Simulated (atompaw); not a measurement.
Which change was made? (Tc, PAW (atompaw))

- Element: Tc (Z = 43)
- Generator: atompaw 4.2.0.5
- Type: PAW
- Functional: LDA (PW92)
- Relativity: scalar-relativistic
- Frozen core: [Kr]
- Valence charge: 7
- Reference configuration: 4d5 5s1 5p1
- Partial waves: 5s (bound): rc 3.00 bohr; 5s channel at 0.1 Ry: rc 3.00 bohr; 5p (bound): rc 3.00 bohr; 5p channel at 0.2 Ry: rc 3.00 bohr; 4d (bound): rc 3.00 bohr; 4d channel at 0.3 Ry: rc 2.05 bohr
- Local potential: bessel scheme, radius 2.75 bohr
- Core correction: smooth core density matched at 1.90 bohr
- Augmentation charge: besselshape compensation charge, radius 2.95 bohr; PAW radius 3.00 bohr; waves and projectors: custom polynom2 7 10 vanderbiltortho

Cutoffs, loose and tight: the cutoffs (Ry, on a coarse ladder) from which the occupation-weighted sum of valence levels, in a spherical-Bessel basis at the reference potential, stays within 10 and 1 mRy of its value at 400 Ry. They see the waves, projectors and local potential, not the compensation charge or the core.

The base gives: outcome: generated; cutoff, loose: 18 Ry; cutoff, tight: 40 Ry; bound ghosts: none.

After one change the result is: outcome: generated; cutoff, loose: 21 Ry; cutoff, tight: 40 Ry; bound ghosts: s, p. Which change was it?
A. augmentation besselshape compensation charge, radius 2.95 bohr; PAW radius 3.00 bohr; waves and projectors: custom rrkj gramschmidtortho
B. all radii scaled by about 0.78 (s 2.34, p 2.34, d 2.34 bohr); local potential bessel scheme, radius 2.14 bohr; augmentation besselshape compensation charge, radius 2.30 bohr; PAW radius 2.34 bohr; waves and projectors: custom polynom2 7 10 vanderbiltortho; core correction smooth core density matched at 1.48 bohr
C. waves 5s (bound); 5s channel at 0.1 Ry; 5p (bound); 5p channel at 0.2 Ry; 4d (bound); 4d channel at 0.3 Ry; augmentation besselshape compensation charge, radius 2.95 bohr; PAW radius 3.00 bohr; waves and projectors: bloechl

B. The others give: augmentation besselshape compensation charge, radius 2.95 bohr; PAW radius 3.00 bohr; waves and projectors: custom rrkj gramschmidtortho → outcome: generated; cutoff, loose: 10 Ry; cutoff, tight: 15 Ry; bound ghosts: none | waves 5s (bound); 5s channel at 0.1 Ry; 5p (bound); 5p channel at 0.2 Ry; 4d (bound); 4d channel at 0.3 Ry; augmentation besselshape compensation charge, radius 2.95 bohr; PAW radius 3.00 bohr; waves and projectors: bloechl → outcome: failed: atompaw: The overlap operator has at least one negative eigenvalue!.
